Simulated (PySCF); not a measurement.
A species of formula C6H13NOSi has this rotational fingerprint, computed with PBE0/pcSseg-1 in PySCF (dipole) on a GFN2-xTB geometry, gas phase:

- Rotational constants: A = 2612, B = 690.3, C = 601.8 MHz
- Dipole components: |μa| = 1.16 D, |μb| = 3.07 D, |μc| = 0.53 D
- Inertial defect: -85.86 u·Å²
- κ: -0.91

**Question.** Which candidate fits, each taken in the one conformer that was computed?
A. `[CH2:1]=[CH:2][Si@@H:3]([NH:4][CH:5]=[O:6])[CH:7]([CH3:8])[CH3:9]` with C1–C2–Si3–N4 -35°, C2–Si3–N4–C5 -178°, Si3–N4–C5–O6 -1°, C2–Si3–C7–C8 59°
B. `[H]/[N:9]=[CH:8]/[C:5]([SiH2:4][C:2]([CH3:1])=[O:3])([CH3:6])[CH3:7]` with C1–C2–Si4–C5 -141°, C2–Si4–C5–C6 -61°, Si4–C5–C8–N9 7°
C. `[CH3:1][C:2](=[O:3])[C@@H:4]1[CH2:5][C@@:6]1([SiH3:7])[CH2:8][NH2:9]` with C1–C2–C4–C5 -132°, C5–C6–C8–N9 36°, C6–C8–N9–H -71° and 171°
D. `[CH3:1][NH:2][C:3](=[O:4])/[CH:5]=[CH:6]/[SiH:7]([CH3:8])[CH3:9]` with C1–N2–C3–O4 -2°, N2–C3–C5–C6 -175°, C5–C6–Si7–C8 135°
E. `[CH3:1][N:2]([CH3:3])[C:4](=[O:5])[CH2:6]/[CH:7]=[CH:8]\[SiH3:9]` with C1–N2–C4–O5 5°, N2–C4–C6–C7 -75°, C4–C6–C7–C8 141°

**Answer.** E. It is CN(C)C(=O)C/C=C\[SiH3], a near-prolate asymmetric top, point group C1. The candidates at the same level (rigid rotor, commonest isotopes):

```json
{"SMILES": "[H]/N=C/C(C)(C)[SiH2]C(C)=O", "A (MHz)": "2197", "B (MHz)": "980.6", "C (MHz)": "947.0", "μa (D)": "1.71", "μb (D)": "2.20", "μc (D)": "0.28", "Δ (u·Å²)": "-211.72", "point group": "C1", "rotor": "near-prolate asymmetric top"}
{"SMILES": "CN(C)C(=O)C/C=C\\[SiH3]", "A (MHz)": "2612", "B (MHz)": "690.3", "C (MHz)": "601.8", "μa (D)": "1.16", "μb (D)": "3.07", "μc (D)": "0.53", "Δ (u·Å²)": "-85.86", "point group": "C1", "rotor": "near-prolate asymmetric top"}
{"SMILES": "CNC(=O)/C=C/[SiH](C)C", "A (MHz)": "3261", "B (MHz)": "513.6", "C (MHz)": "461.5", "μa (D)": "0.10", "μb (D)": "3.59", "μc (D)": "0.50", "Δ (u·Å²)": "-44.08", "point group": "C1", "rotor": "near-prolate asymmetric top"}
{"SMILES": "C=C[Si@@H](NC=O)C(C)C", "A (MHz)": "1526", "B (MHz)": "1148", "C (MHz)": "832.7", "μa (D)": "1.86", "μb (D)": "2.51", "μc (D)": "1.50", "Δ (u·Å²)": "-164.59", "point group": "C1", "rotor": "asymmetric top"}
{"SMILES": "CC(=O)[C@@H]1C[C@@]1([SiH3])CN", "A (MHz)": "1787", "B (MHz)": "1150", "C (MHz)": "815.1", "μa (D)": "1.59", "μb (D)": "3.25", "μc (D)": "0.27", "Δ (u·Å²)": "-102.24", "point group": "C1", "rotor": "asymmetric top"}
```

`CNC(=O)/C=C/[SiH](C)C` has B 26 % too low; `C=C[Si@@H](NC=O)C(C)C` has B 66 % too high; `[H]/N=C/C(C)(C)[SiH2]C(C)=O` has C 57 % too high; `CC(=O)[C@@H]1C[C@@]1([SiH3])CN` has B 67 % too high. No structure here is proved a minimum.
